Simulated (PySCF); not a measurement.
Ga(H)2(NMe2) (C₂H₈GaN), SMILES [GaH2][N](C)C. Geometry: ωB97X-D3(BJ)/def2-SVP. The structure was generated by enumeration; whether it is a known compound was not checked.

Computed equilibrium geometry at ωB97X-D3(BJ)/def2-SVP (PySCF confirms it by a frequency run) as Cartesian coordinates in Å, and its point group:
point group C2v.
```xyz
12

Ga     0.0000     0.0000     1.0300
H      0.0000     1.3977     1.7275
H      0.0000    -1.3977     1.7275
N      0.0000     0.0000    -0.7891
C      0.0000    -1.2095    -1.5849
C      0.0000     1.2095    -1.5849
H     -0.8910    -1.2681    -2.2415
H      0.8910    -1.2681    -2.2415
H      0.0000    -2.1007    -0.9384
H      0.8910     1.2681    -2.2415
H     -0.8910     1.2681    -2.2415
H      0.0000     2.1007    -0.9384
```
